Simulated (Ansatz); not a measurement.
Input for Ansatz (a first-principles code): U-B97M-V/def2-TZVPP on HOPt (SMILES [OH][Pt]), 2S+1 = 4, a spin state set in the input, which need not be the lowest. Elements past Kr take the def2 small-core potentials; no spin–orbit coupling.

Ansatz 0.2 input:
```yaml
crystal:
  periodic: [false, false, false]
  atoms:
    - {symbol: Pt, position_ang: [-0.99707322, -0.72280332, -0.86999713]}
    - {symbol: O, position_ang: [0.45635322, -0.09146913, 0.31446385]}
    - {symbol: H, position_ang: [0.50755128, 0.86164405, 0.48521365]}
basis:
  gaussian:
    orbitals: def2-TZVPP
hamiltonian:
  xc: {name: B97M-V}
magnetization: {spin_polarized: true, initial_magnetization: 3}
```

Program output:

```
WARN ansatz: RAYON_NUM_THREADS=1 ignored (pool sized by the plan → 1); use --threads N
Functional definition: B97M-V
integrals: 0.03 GiB planned
582 factors; their error is unknown
mean field: 0.41 GiB planned
mean field evaluation 1: about -5301.3158 eV, gradient 4.2e1 eV
mean field evaluation 2: about -5171.1382 eV, gradient 1.4e2 eV
mean field evaluation 4: about -5306.0437 eV, gradient 2.1e1 eV
mean field evaluation 8: about -5307.7759 eV, gradient 4.2e-1 eV
mean field evaluation 16: about -5307.7701 eV, gradient 1.7e-2 eV
mean field evaluation 32: about -5307.7701 eV, gradient 1.2e-5 eV
mean field evaluation 64: about -5307.6649 eV, gradient 4.4e-1 eV
mean field evaluation 96: about -5307.3287 eV, gradient 8.1e-1 eV
mean field evaluation 128: about -5307.5368 eV, gradient 7.3e0 eV
mean field -5307.77012172 eV, -195.0569542373 hartree, gradient 8.5e-6 eV, S^2 3.756597; 6 other end points of the search recorded, 0 dependent functions left out
reference -5307.77017049 eV, -195.0569560298 hartree; 15, 12 occupied and 86, 89 virtual orbitals, 582 factors
Total energy: -5307.77017049 eV, -195.0569560298 hartree
```

The run converged.

Cost: around 50 core-seconds (rough).
